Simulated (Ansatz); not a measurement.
Mulliken charges of BFH₄OSSi (`FB(S)O[SiH3]`) from r2SCAN/def2-TZVPP in Ansatz (PBE0-D4/def2-TZVP geometry).

```csv
atom,x (Å),y (Å),z (Å),charge (e)
F1,-1.514,-0.606,0.831,-0.266
B2,-0.551,-0.943,-0.027,0.472
S3,-0.543,-2.589,-0.783,-0.176
O4,0.423,-0.075,-0.344,-0.369
Si5,0.857,1.474,0.045,0.423
H6,-1.655,-3.010,-0.161,0.108
H7,-0.103,2.062,1.011,-0.058
H8,2.214,1.425,0.636,-0.067
H9,0.872,2.263,-1.208,-0.067
```

**Question.** By hand: the dipole of these point charges (1 e Å = 4.8032 D).

**Answer.** Σ q r = (0.065, 0.131, 0.012) e Å, of length 0.147 e Å = 0.71 D.

**Question.** How does the dipole of the full density compare? (An estimate is asked.)

**Answer.** Computed: (0.002, 0.136, 0.061) e Å, 0.72 D; the point charges give 0.99 times that, at 31° from its direction.

Point charges leave out the atoms' own dipoles, such as those of lone pairs, and Mulliken's split depends on the basis, so the two needn't agree.
